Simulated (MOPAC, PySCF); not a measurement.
C4H5F, SMILES `C=C/C=C\F` (C–C–C–C torsion 180°), neutral singlet in the gas phase. 

Cartesian coordinates (Å):
SMILES: F/C=C\C=C
```xyz
10

C     -1.3671     1.2657    -0.0479
C     -0.5882     0.2566     0.3570
C      0.5653    -0.2148    -0.3811
C      1.3623    -1.2147    -0.0067
F      1.1592    -1.9031     1.1364
H     -2.2215     1.5880     0.5338
H     -1.1718     1.7979    -0.9731
H     -0.8117    -0.2545     1.2880
H      0.8169     0.2731    -1.3170
H      2.2261    -1.5761    -0.5488
```
Charge 0, spin multiplicity 1.

All levels are single points at this geometry (TPSSh-D3(BJ)/def2-TZVP); Pople sets use spherical d functions. Orbital energies aren't observables, and empty levels follow the basis.

| level | HOMO (eV) | LUMO (eV) | gap (eV) | dipole (D) | vertical IE, Delta-SCF (eV) |
|---|---|---|---|---|---|
| TPSSh-D3(BJ)/def2-TZVP in PySCF | -6.13 | -1.30 | 4.83 | 1.25 | 8.72 |
| B3LYP/6-31G* in PySCF | -6.15 | -0.59 | 5.56 | 1.16 | 8.57 |
| BP86/6-31G* in PySCF | -5.39 | -1.43 | 3.97 | 1.02 | – |
| M06-2X/6-31G* in PySCF | -7.59 | 0.44 | 8.03 | 1.25 | – |
| PBE/6-31G* in PySCF | -5.29 | -1.33 | 3.97 | 1.01 | 8.49 |
| SVWN5/6-31G* in PySCF | -5.46 | -1.53 | 3.93 | 1.05 | 8.74 |
| HF/3-21G in PySCF | -8.83 | 3.32 | 12.15 | 1.72 | – |
| HF/STO-3G in PySCF | -6.90 | 6.53 | 13.44 | 0.87 | – |
| PM7 in MOPAC | -9.70 | -0.19 | 9.51 | 1.48 | – |
